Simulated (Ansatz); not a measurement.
The cluster B₈N⁺, relaxed as a singlet with RKS PBE0-D4/def2-SVP in Ansatz, starting from the GFN1-xTB geometry. Force threshold 0.02 eV/Å.

The restricted singlet is unstable towards broken spin symmetry in Hartree–Fock (as tested in another run); at PBE0-D4/def2-SVP this wasn't settled. Another isomer (singlet) lies 5.46 eV lower at PBE0-D4/def2-TZVP; other spin states weren't run for this one.

Start:

```csv
atom,x (Å),y (Å),z (Å)
N1,-0.249,0.208,0.080
B2,-1.497,1.243,0.482
B3,0.042,1.633,0.419
B4,0.057,-2.050,-0.538
B5,-1.401,-1.789,-0.312
B6,0.997,-0.827,-0.324
B7,2.100,0.259,-0.156
B8,-1.656,-0.292,0.103
B9,1.608,1.616,0.245
```

```
step  energy (eV)  largest force component (eV/Å)  SCF passes
   1   -6866.7352                           1.760          19
   2   -6866.9529                           1.151          27
   3   -6866.9807                           0.670          26
   4   -6867.0299                           0.254          28
   5   -6867.0331                           0.031          28
   6   -6867.0331                           0.015          28
```

Force components are those of the run's own axes.

End:

```xyz
9

N    -0.303    0.252    0.098
B    -1.452    1.206    0.468
B     0.065    1.681    0.429
B     0.061   -2.105   -0.552
B    -1.445   -1.847   -0.324
B     0.962   -0.799   -0.310
B     2.154    0.265   -0.163
B    -1.703   -0.320    0.100
B     1.661    1.668    0.254
```

By distances, no bond broke or formed. The bond that changes most is N1–B2, from 1.67 to 1.54 Å (atoms count from 1).

No frequencies were taken in this run, so the end may be a saddle point.

Hardware: 4 threads of Intel Xeon Platinum 8488C on a shared host. Wall time 8.5 s.
